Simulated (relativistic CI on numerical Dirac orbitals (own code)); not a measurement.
**Rh⁴⁺: q coefficients and field-shift factors**

Calculated at this level of theory: Dirac-Coulomb-Breit CI, KLI orbitals optimised for each configuration, valence Slater integrals scaled by 0.85, P86 correlation energy added to each configuration, derivatives by finite differences, QED left out (own radial code, finite nucleus).

Configuration list (outside the closed core [Ar] 3d10 4p6): 4s²4d⁵, 4s²4d⁴5s, 4s²4d⁴4f, 4s²4d³5s², 4s²4d⁴5d, 4s4d⁶. Levels of other configurations are missing.

With x = (α/α₀)² − 1 an excitation energy changes as ω = ω₀ + qx; K = 2q/ω₀ is the relative enhancement. Terms are leading LS components, so labels can repeat. The field-shift factor is F = δν/δ⟨r²⟩ for the transition from the lowest level.

Lowest level 4s²4d⁵ ⁶S5/2.

```tsv
Level	ω₀ (cm⁻¹)	q (cm⁻¹)	F (GHz/fm²)
4s²4d⁵ ⁴G5/2	25072.4	-1319	0.0767
4s²4d⁵ ⁴G7/2	25463.0	-443	0.0856
4s²4d⁵ ⁴G11/2	25593.0	-189	0.0871
4s²4d⁵ ⁴G9/2	25693.3	18.63	0.0903
4s²4d⁵ ⁴P5/2	27570.2	-2608	0.0821
4s²4d⁵ ⁴P3/2	28196.7	-1888	0.0954
4s²4d⁵ ⁴P1/2	29056.8	-845.8	0.112
4s²4d⁵ ⁴D7/2	30810.0	-360.1	0.113
4s²4d⁵ ⁴D1/2	31831.4	1191	0.14
4s²4d⁵ ⁴D5/2	32379.7	1258	0.144
4s²4d⁵ ⁴D3/2	32465.5	1791	0.149
4s²4d⁵ ²I11/2	36690.8	-918.3	0.119
4s²4d⁵ ²I13/2	37438.6	342.1	0.133
4s²4d⁵ ²D5/2	39206.1	-1134	0.153
4s²4d⁵ ²D3/2	40365.4	-1018	0.15
4s²4d⁵ ²F7/2	41421.1	-1679	0.106
4s²4d⁵ ⁴F9/2	41842.5	-1531	0.146
4s²4d⁵ ⁴F5/2	42722.8	118.1	0.156
4s²4d⁵ ²F7/2	43653.4	1762	0.204
4s²4d⁵ ⁴F3/2	44117.0	2008	0.192
4s²4d⁵ ²H9/2	44781.5	-106.6	0.172
4s²4d⁵ ²G7/2	46231.3	812.7	0.172
4s²4d⁵ ²F5/2	46515.7	4282	0.272
```

At this charge configurations can still be misplaced by up to about 7 % of their energy.

(1) Which transition from the lowest level has the largest |K|?

## Answers

(1) 4s²4d⁵ ⁴P5/2 at 27570.2 cm⁻¹, K = -0.189.
